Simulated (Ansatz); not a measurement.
Reaction: NaF (SMILES [F][Na]) → NaF+ (parent SMILES [F][Na], doublet) + e-
Each species at its own B3LYP-D3(BJ)/def2-TZVP minimum (Ansatz, a program for electronic structure).

Total energies in hartree (Ansatz). UHF or UKS for unpaired electrons; spin-orbit terms are left out. Cores are frozen in correlated methods. No relativity. The spin of FNa+ (parent SMILES [F][Na], doublet) was assumed, and the state is the lowest solution found for it.

| species | HF/def2-TZVPP | CCSD(T)/def2-TZVPP | HF/def2-QZVPP | CCSD(T)/def2-QZVPP | CCSDT(Q)/def2-QZVPP |
|---|---|---|---|---|---|
| 1: NaF (SMILES [F][Na]) | -261.36892 | -261.64897 | -261.38104 | -261.68947 | -261.68976 |
| 2: NaF+ (parent SMILES [F][Na], doublet) | -261.08644 | -261.29999 | -261.09755 | -261.33291 | -261.33322 |

**Question.** Work out the adiabatic ionisation energy (electronic) in eV: take Hartree-Fock from def2-QZVPP, extrapolate the CCSD(T) correlation energy as X^-3 (X = 3, 4), and add CCSDT(Q) - CCSD(T) in def2-QZVPP. 1 hartree = 27.211 eV.

**Answer.** 
Species 1: correlation (64·(-0.30843) - 27·(-0.28005))/37 = -0.32914; step -0.00029; E1 = -261.38104 + (-0.32914) + (-0.00029) = -261.71047
Species 2: correlation (64·(-0.23536) - 27·(-0.21355))/37 = -0.25128; step -0.00031; E2 = -261.09755 + (-0.25128) + (-0.00031) = -261.34914
-1·E1 +1·E2 = 0.36133 hartree = 9.83 eV.
